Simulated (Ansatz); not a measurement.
## Relaxing a trial structure of CBF5O

The starting geometry of this gas-phase triplet was optimised with GFN2-xTB as a singlet; its bonds are those of `FB(F)OC(F)(F)F`.

| atom | x (Å) | y (Å) | z (Å) |
| --- | --- | --- | --- |
| C | 0.1918 | 0.9867 | 0.2280 |
| B | -0.0733 | -1.3198 | -0.3799 |
| F | -1.2819 | -1.4712 | 0.0936 |
| F | 0.4989 | -2.3379 | -0.9541 |
| F | -0.0930 | 0.8765 | 1.5249 |
| F | 1.1356 | 1.9069 | 0.1082 |
| F | -0.9018 | 1.4609 | -0.3686 |
| O | 0.6159 | -0.1592 | -0.3079 |

Question: Predict what it relaxes into with PBE0-D4/def2-SVP.

Answer: It loosens into CF3O + BF2, which stay close as a complex. Contacts that open: B2–O8 (1.35 → 2.81 Å).

The energy falls by 3.75 eV over 26 steps:

```
step  E − E(last) (eV)
   1             3.745
   4             1.162
   7             0.310
   9             0.203
  12             0.009
  15             0.001
  18             0.000
  20             0.000
  23             0.000
  26             0.000
```

Final geometry (Å):

```xyz
8

C     0.2579    1.2548    0.4202
B    -0.5290   -1.8909   -1.0694
F    -1.1580   -1.6798    0.0627
F     0.4239   -2.7821   -1.1420
F    -0.1445    1.3590    1.6731
F     1.0970    2.2343    0.1178
F    -0.8045    1.3429   -0.3636
O     0.9495    0.1048    0.2454
```

No frequencies were run, so the end isn't proven a minimum. Open shells are spin-unrestricted. The triplet needn't be the ground state. Run with Ansatz 0.2.0, 3.6 min on 2 threads of Arm Neoverse V1, with other jobs on the host.
